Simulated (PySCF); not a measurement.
HCl3OTi, charge -1, doublet, at a GFN2-xTB geometry of the parent state (such geometries of metal compounds can be far from the true shape) (the multiplicity is a formal guess); DF-PBE0/cc-pVDZ (PySCF).

Here is a job for PySCF.
```python
from pyscf import gto, scf, dft

mol = gto.M(
    atom='''
Ti   -0.54974885    0.09796153   -0.12187001
Cl    1.41842475    1.26250066   -0.23209330
Cl    0.69149532   -0.35310938    1.74838553
Cl   -0.31145690   -1.58084807   -1.40392371
O    -1.95692250    0.98389176    0.08434367
H    -2.82401938    1.38847767    0.09612609
''',
    basis='cc-pvdz',
    charge=-1,
    spin=1,
    verbose=4,
)

mf = dft.UKS(mol)
mf.xc = 'pbe0'
mf = mf.density_fit(auxbasis='def2-universal-jkfit')
mf.kernel()
mf.analyze()
```

It wrote (shortened):

```
PySCF version 2.14.0

[INPUT] verbose = 4
[INPUT] num. atoms = 6
[INPUT] num. electrons = 83
[INPUT] charge = -1
[INPUT] spin (= nelec alpha-beta = 2S) = 1
[INPUT] symmetry False subgroup None
[INPUT] Mole.unit = angstrom
[INPUT] Symbol           X                Y                Z      unit          X                Y                Z       unit  Magmom
[...]
nuclear repulsion = 544.588396828852
number of shells = 30
number of NR pGTOs = 278
number of NR cGTOs = 116
basis = cc-pvdz
ecp = {}

******** <class 'pyscf.df.df_jk.DFUKS'> ********
method = DFUKS
initial guess = minao
damping factor = 0
level_shift factor = 0
DIIS = <class 'pyscf.scf.diis.CDIIS'>
diis_start_cycle = 1
diis_space = 8
diis_damp = 0
SCF conv_tol = 1e-09
SCF conv_tol_grad = None
SCF max_cycles = 50
direct_scf = False
number electrons alpha = 42  beta = 41
XC library pyscf.dft.libxc version 7.1.2
    S. Lehtola, C. Steigemann, M. J. T. Oliveira, and M. A. L. Marques,  SoftwareX 7, 1–5 (2018)
XC functionals = pbe0
    C. Adamo and V. Barone,  J. Chem. Phys. 110, 6158 (1999)
    M. Ernzerhof and G. E. Scuseria,  J. Chem. Phys. 110, 5029 (1999)
radial grids:
    Treutler-Ahlrichs [JCP 102, 346 (1995); DOI:10.1063/1.469408] (M4) radial grids

becke partition: Becke, JCP 88, 2547 (1988); DOI:10.1063/1.454033
pruning grids: <function nwchem_prune>
grids dens level: 3
symmetrized grids: False
atomic radii adjust function: <function treutler_atomic_radii_adjust>
small_rho_cutoff = 0
Set gradient conv threshold to 3.16228e-05
tot grids = 101440
******** <class 'pyscf.df.df.DF'> ********
auxbasis = def2-universal-jkfit
init E= -2305.64228315192

cycle= 1 E= -2305.30825727268  delta_E= 0.334  |g|= 0.629  |ddm|=  3.8
cycle= 2 E= -2304.84769950552  delta_E= 0.461  |g|= 1.28  |ddm|= 4.55
cycle= 3 E= -2305.4441069488  delta_E= -0.596  |g|= 0.264  |ddm|= 3.37
cycle= 4 E= -2305.47879969893  delta_E= -0.0347  |g|= 0.0984  |ddm|= 1.11
cycle= 5 E= -2305.48353998089  delta_E= -0.00474  |g|= 0.0404  |ddm|= 0.32
cycle= 6 E= -2305.48436912949  delta_E= -0.000829  |g|= 0.0068  |ddm|= 0.0605
cycle= 7 E= -2305.48441756517  delta_E= -4.84e-05  |g|= 0.00275  |ddm|= 0.0394
cycle= 8 E= -2305.48443631488  delta_E= -1.87e-05  |g|= 0.00135  |ddm|= 0.0146
cycle= 9 E= -2305.48444335269  delta_E= -7.04e-06  |g|= 0.00083  |ddm|= 0.00849
cycle= 10 E= -2305.4844487512  delta_E= -5.4e-06  |g|= 0.000508  |ddm|= 0.0107
cycle= 11 E= -2305.48445065377  delta_E= -1.9e-06  |g|= 0.000299  |ddm|= 0.00737
cycle= 12 E= -2305.48445119718  delta_E= -5.43e-07  |g|= 7.28e-05  |ddm|= 0.00592
cycle= 13 E= -2305.48445120749  delta_E= -1.03e-08  |g|= 3.34e-05  |ddm|= 0.000517
cycle= 14 E= -2305.48445121139  delta_E= -3.9e-09  |g|= 2.66e-05  |ddm|= 0.000255
cycle= 15 E= -2305.48445121253  delta_E= -1.14e-09  |g|= 1.71e-05  |ddm|= 0.000146
cycle= 16 E= -2305.48445121389  delta_E= -1.36e-09  |g|= 1.25e-05  |ddm|= 0.000181
cycle= 17 E= -2305.48445121421  delta_E= -3.21e-10  |g|= 3.58e-06  |ddm|= 9.38e-05
Extra cycle  E= -2305.48445121424  delta_E= -2.82e-11  |g|= 4.32e-06  |ddm|= 2.3e-05
converged SCF energy = -2305.48445121424  <S^2> = 0.75327805  2S+1 = 2.0032754
**** SCF Summaries ****
Total Energy =                       -2305.484451214242654
Nuclear Repulsion Energy =             544.588396828851955
One-electron Energy =                -4279.154699615927711
Two-electron Energy =                 1429.081851572833102
Two-electron Coulomb Energy =         1564.636911132610066
DFT Exchange-Correlation Energy =     -135.555059559776907
**** MO energy ****
                             alpha | beta                alpha | beta
[...]
To work with the spin densities directly, `use mulliken_meta_spin()` only printing them here.

 ** Mulliken spin pop alpha/beta on meta-lowdin orthogonal AOs **
 ** Mulliken Spin Density (per AO)  **
spin_pop of  0 Ti 1s        0.00000
spin_pop of  0 Ti 2s       -0.00000
spin_pop of  0 Ti 3s        0.00010
spin_pop of  0 Ti 4s        0.04719
spin_pop of  0 Ti 5s        0.00068
spin_pop of  0 Ti 6s        0.00008
spin_pop of  0 Ti 2px      -0.00000
spin_pop of  0 Ti 2py      -0.00000
spin_pop of  0 Ti 2pz      -0.00000
spin_pop of  0 Ti 3px       0.00003
spin_pop of  0 Ti 3py       0.00006
spin_pop of  0 Ti 3pz       0.00006
spin_pop of  0 Ti 4px       0.00137
spin_pop of  0 Ti 4py       0.00127
spin_pop of  0 Ti 4pz       0.00198
spin_pop of  0 Ti 5px       0.00001
spin_pop of  0 Ti 5py      -0.00014
spin_pop of  0 Ti 5pz      -0.00020
spin_pop of  0 Ti 6px      -0.00001
spin_pop of  0 Ti 6py      -0.00008
spin_pop of  0 Ti 6pz      -0.00011
spin_pop of  0 Ti 3dxy      0.01670
spin_pop of  0 Ti 3dyz      0.52217
spin_pop of  0 Ti 3dz^2     0.06267
spin_pop of  0 Ti 3dxz      0.26913
spin_pop of  0 Ti 3dx2-y2    0.08825
spin_pop of  0 Ti 4dxy      0.00030
spin_pop of  0 Ti 4dyz      0.00002
spin_pop of  0 Ti 4dz^2     0.00012
spin_pop of  0 Ti 4dxz      0.00029
spin_pop of  0 Ti 4dx2-y2    0.00018
spin_pop of  0 Ti 5dxy      0.00032
spin_pop of  0 Ti 5dyz     -0.00002
spin_pop of  0 Ti 5dz^2    -0.00005
spin_pop of  0 Ti 5dxz      0.00057
spin_pop of  0 Ti 5dx2-y2    0.00018
spin_pop of  0 Ti 4f-3      0.00004
spin_pop of  0 Ti 4f-2     -0.00001
spin_pop of  0 Ti 4f-1     -0.00000
spin_pop of  0 Ti 4f+0      0.00002
spin_pop of  0 Ti 4f+1      0.00002
spin_pop of  0 Ti 4f+2      0.00006
spin_pop of  0 Ti 4f+3      0.00002
spin_pop of  1 Cl 1s        0.00000
spin_pop of  1 Cl 2s        0.00000
spin_pop of  1 Cl 3s        0.00058
spin_pop of  1 Cl 4s        0.00023
spin_pop of  1 Cl 2px      -0.00000
spin_pop of  1 Cl 2py      -0.00000
spin_pop of  1 Cl 2pz       0.00000
spin_pop of  1 Cl 3px      -0.00833
spin_pop of  1 Cl 3py      -0.00430
spin_pop of  1 Cl 3pz       0.02025
spin_pop of  1 Cl 4px       0.00014
spin_pop of  1 Cl 4py       0.00001
spin_pop of  1 Cl 4pz       0.00039
spin_pop of  1 Cl 3dxy      0.00008
spin_pop of  1 Cl 3dyz      0.00005
spin_pop of  1 Cl 3dz^2     0.00006
spin_pop of  1 Cl 3dxz      0.00046
spin_pop of  1 Cl 3dx2-y2    0.00004
spin_pop of  2 Cl 1s        0.00000
spin_pop of  2 Cl 2s        0.00000
spin_pop of  2 Cl 3s        0.00058
spin_pop of  2 Cl 4s        0.00023
spin_pop of  2 Cl 2px       0.00000
spin_pop of  2 Cl 2py       0.00000
spin_pop of  2 Cl 2pz      -0.00000
spin_pop of  2 Cl 3px       0.00586
spin_pop of  2 Cl 3py       0.00945
spin_pop of  2 Cl 3pz      -0.00771
spin_pop of  2 Cl 4px       0.00032
spin_pop of  2 Cl 4py       0.00020
spin_pop of  2 Cl 4pz       0.00003
spin_pop of  2 Cl 3dxy      0.00017
spin_pop of  2 Cl 3dyz      0.00017
spin_pop of  2 Cl 3dz^2     0.00016
spin_pop of  2 Cl 3dxz      0.00007
spin_pop of  2 Cl 3dx2-y2    0.00012
spin_pop of  3 Cl 1s       -0.00000
spin_pop of  3 Cl 2s        0.00000
spin_pop of  3 Cl 3s       -0.00005
spin_pop of  3 Cl 4s        0.00013
spin_pop of  3 Cl 2px      -0.00000
spin_pop of  3 Cl 2py      -0.00000
spin_pop of  3 Cl 2pz      -0.00000
spin_pop of  3 Cl 3px      -0.00125
spin_pop of  3 Cl 3py      -0.00424
spin_pop of  3 Cl 3pz      -0.00634
spin_pop of  3 Cl 4px       0.00042
spin_pop of  3 Cl 4py       0.00028
spin_pop of  3 Cl 4pz       0.00007
spin_pop of  3 Cl 3dxy      0.00013
spin_pop of  3 Cl 3dyz      0.00023
spin_pop of  3 Cl 3dz^2     0.00008
spin_pop of  3 Cl 3dxz      0.00002
spin_pop of  3 Cl 3dx2-y2    0.00005
spin_pop of  4 O 1s        0.00000
spin_pop of  4 O 2s       -0.00273
spin_pop of  4 O 3s        0.00008
spin_pop of  4 O 2px      -0.00430
spin_pop of  4 O 2py      -0.00692
spin_pop of  4 O 2pz      -0.00855
spin_pop of  4 O 3px       0.00005
spin_pop of  4 O 3py       0.00027
spin_pop of  4 O 3pz       0.00025
spin_pop of  4 O 3dxy      0.00001
spin_pop of  4 O 3dyz      0.00002
spin_pop of  4 O 3dz^2     0.00001
spin_pop of  4 O 3dxz     -0.00000
spin_pop of  4 O 3dx2-y2   -0.00000
spin_pop of  5 H 1s       -0.00020
spin_pop of  5 H 2s       -0.00004
spin_pop of  5 H 2px      -0.00000
spin_pop of  5 H 2py      -0.00001
spin_pop of  5 H 2pz      -0.00002
 ** Mulliken Spin Density (per atom)  **
spin density of  0 Ti =      1.01324
spin density of  1 Cl =      0.00966
spin density of  2 Cl =      0.00965
spin density of  3 Cl =     -0.01046
spin density of  4 O =     -0.02181
spin density of  5 H =     -0.00026
 ** Mulliken pop alpha/beta on meta-lowdin orthogonal AOs **
 ** Mulliken pop       alpha | beta **
In total            42.00000 | 41.00000
 ** Mulliken atomic charges   ( Nelec_alpha | Nelec_beta ) **
charge of  0Ti =      0.95987  (    11.02668     10.01345 )
charge of  1Cl =     -0.56946  (     8.78956      8.77990 )
charge of  2Cl =     -0.56946  (     8.78955      8.77990 )
charge of  3Cl =     -0.49279  (     8.74116      8.75163 )
charge of  4O =     -0.65638  (     4.31728      4.33910 )
charge of  5H =      0.32822  (     0.33576      0.33602 )

WARN: System has nonzero charge -1; the dipole moment is origin-dependent.
Location of origin: [0. 0. 0.]

Dipole moment(X, Y, Z, Debye): -5.06254,  0.62548, -1.34791
```
